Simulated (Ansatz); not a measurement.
The cluster Zn5Cl6O2. The state is a singlet with charge 0. Geometry PBE-D4/def2-SVP; atoms count from 1.

```csv
atom,x (Å),y (Å),z (Å)
Zn1,2.482,-1.738,1.955
Zn2,-1.961,1.773,-0.221
Zn3,0.453,0.331,2.317
Zn4,0.433,-0.676,-0.709
Zn5,-1.145,0.146,-3.010
O6,-0.962,0.537,-1.165
O7,1.147,-0.817,0.984
Cl8,3.989,-3.223,1.809
Cl9,-3.555,3.171,-0.412
Cl10,-2.195,0.644,-4.786
Cl11,0.620,-1.524,-2.810
Cl12,-1.166,1.815,2.119
Cl13,1.860,-0.438,3.928
```

The structure comes from a short search, and lower isomers may exist.

(1) Estimate the Mulliken populations from the PBE0/def2-SVP orbitals of Ansatz.

(2) And the Mayer bond orders between heavy atoms (over 0.3)?

Results:

(1) 
```tsv
atom	charge (e)	d electrons
Zn1	0.75	9.96
Zn2	0.75	9.96
Zn3	0.75	9.97
Zn4	0.84	9.96
Zn5	0.73	9.96
O6	-0.85	–
O7	-0.84	–
Cl8	-0.37	–
Cl9	-0.37	–
Cl10	-0.37	–
Cl11	-0.35	–
Cl12	-0.33	–
Cl13	-0.34	–
```
Mulliken values depend strongly on the basis.

(2) Zn1–O7 0.57 (1.89 Å); Zn1–Cl8 0.97 (2.12 Å); Zn1–Cl13 0.43 (2.44 Å); Zn2–O6 0.65 (1.85 Å); Zn2–Cl9 0.95 (2.13 Å); Zn2–Cl12 0.35 (2.47 Å); Zn3–O7 0.61 (1.89 Å); Zn3–Cl12 0.72 (2.20 Å); Zn3–Cl13 0.63 (2.27 Å); Zn4–O6 0.56 (1.90 Å); Zn4–O7 0.65 (1.84 Å); Zn4–Cl11 0.62 (2.27 Å); Zn5–O6 0.59 (1.89 Å); Zn5–Cl10 0.96 (2.12 Å); Zn5–Cl11 0.43 (2.44 Å).
